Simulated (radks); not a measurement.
Results of a calculation; reference values are marked as such.
Problem. Spin polarisation of the 5d6 shell in Os. Start: [Xe] 4f14 5d(up 3, down 3) 6s2; electrons of 5d are moved from spin down to spin up, other shells keep equal spins. Code: a radial shooting solver on a logarithmic mesh with Libxc functionals. Model: scalar-relativistic Kohn-Sham, r2SCAN, spin-polarised, spherical densities, finite nucleus; meta-GGA in the generalised Kohn-Sham scheme; Fermi nuclear charge, rms radius of each element as measured or else 0.836 A^(1/3) + 0.57 fm. Estimate the energy gained and the exchange splitting at a moment of 4 Bohr magnetons.

Solution. At moment 4 the spin-polarisation energy is -3.248 eV and the 5d exchange splitting 3.259 eV, that is 0.815 eV per Bohr magneton; E = -I m^2/4 would give I = 0.812 eV.
